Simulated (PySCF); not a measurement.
How the method moves the HOMO and LUMO of `N#C[Si@H](N)O`

Compound: CH4N2OSi.
Geometry (PBE0-D3(BJ)/def2-SVP, Å), atoms numbered from 1 in this order:
```xyz
9
CH4N2OSi angstrom
N      2.718   -0.147   -0.786
C      1.685   -0.032   -0.270
Si     0.003    0.185    0.515
N     -0.914   -1.078   -0.171
O     -0.475    1.747    0.248
H      0.083    0.072    1.985
H     -0.727   -1.456   -1.091
H     -1.811   -1.369    0.198
H     -0.504    2.061   -0.661
```

Basis pcSseg-2 throughout (PySCF), one geometry. Isolated species at its PBE0-D3(BJ)/def2-SVP geometry (one conformer only).

Task: How do the orbital energies, the gap and the dipole change with the method?

Result: 
```csv
method,kind,HOMO (eV),LUMO (eV),gap (eV),μ (D),SCF cycles
BLYP,GGA,-6.79,-1.57,5.22,4.03,17
OPBE,GGA,-6.85,-1.52,5.33,4.01,16
B97-D,GGA,-6.89,-1.56,5.33,4.02,17
PBE,GGA,-6.91,-1.68,5.23,4.03,17
KT3,GGA,-6.97,-1.67,5.30,3.95,18
KT2,GGA,-6.99,-1.72,5.28,3.96,17
BP86,GGA,-7.02,-1.73,5.28,4.03,17
LDA,LDA,-7.10,-1.92,5.18,4.10,16
B3LYP,global hybrid,-8.13,-1.00,7.12,4.04,15
HF,Hartree–Fock,-12.00,2.10,14.10,4.14,12
```

The HOMO spans 5.21 eV, from BLYP down to HF, and the gap runs from 5.18 eV (LDA) to 14.10 eV (HF). Over the methods BLYP (0 %), OPBE (0 %), B97-D (0 %), PBE (0 %), KT3 (0 %), KT2 (0 %), BP86 (0 %), LDA (0 %), B3LYP (20 %), HF (100 %), a straight line through the gap against the share of exact exchange rises by 0.88 eV for each 10 % (correlation coefficient 1.000). The dipole ranges from 3.95 D (KT3) to 4.14 D (HF). This basis has no diffuse functions.
